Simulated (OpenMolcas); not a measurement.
# InCNF2 (SMILES N#[C][In]([F])[F]): the vertical electron affinity, rung by rung

The species is InCNF2 (5 atoms), meant as a singlet with charge 0. SMILES: `N#[C][In]([F])[F]`. Geometry: relaxed at PBE0-D4/def2-TZVP.

```xyz
5

N     1.2980   -1.5922    1.5896
C     0.7249   -0.8903    0.8786
In   -0.3060    0.3723   -0.4003
F    -1.8721   -0.1548   -1.3755
F     0.2051    2.1914   -0.7337
```

Each level gives the vertical electron affinity (to the doublet anion) (eV). The values are calculated.

The electron affinity is E(neutral) − E(anion): positive where the electron is bound.

| level | kind | program | value (eV) | CPU time (all runs) |
| --- | --- | --- | --- | --- |
| HF/def2-SVPD (core potential) | Hartree–Fock | OpenMolcas | 0.35 | 66 s |
| SVWN5/def2-SVPD (core potential) | LDA | OpenMolcas | 1.39 | 2.2 min |
| BLYP/def2-SVPD (core potential) | GGA | OpenMolcas | 1.12 | 3 min |
| revPBE/def2-SVPD (core potential) | GGA | OpenMolcas | 1.04 | 3 min |
| M06-L/def2-SVPD (core potential) | meta-GGA | OpenMolcas | 0.67 | 3.9 min |
| TPSS/def2-SVPD (core potential) | meta-GGA | OpenMolcas | 1.02 | 4.4 min |
| BHLYP/def2-SVPD (core potential) | global hybrid | OpenMolcas | 0.99 | 2.7 min |
| PBE0/def2-SVPD (core potential) | global hybrid | OpenMolcas | 1.07 | 2.8 min |

Spin-orbit coupling, which can split open shells on such heavy atoms by tenths of an eV, is left out. Where it was recorded, the anion's HOMO is positive in SVWN5/def2-SVPD, BLYP/def2-SVPD, revPBE/def2-SVPD, M06-L/def2-SVPD, TPSS/def2-SVPD, BHLYP/def2-SVPD, PBE0/def2-SVPD: a fault of the level (basis or self-interaction), which says nothing on whether the real anion is bound. The values span 0.35 to 1.39 eV. Times are those of the runs behind each value, whatever else they computed, on shared processors of several kinds: orders of magnitude only.
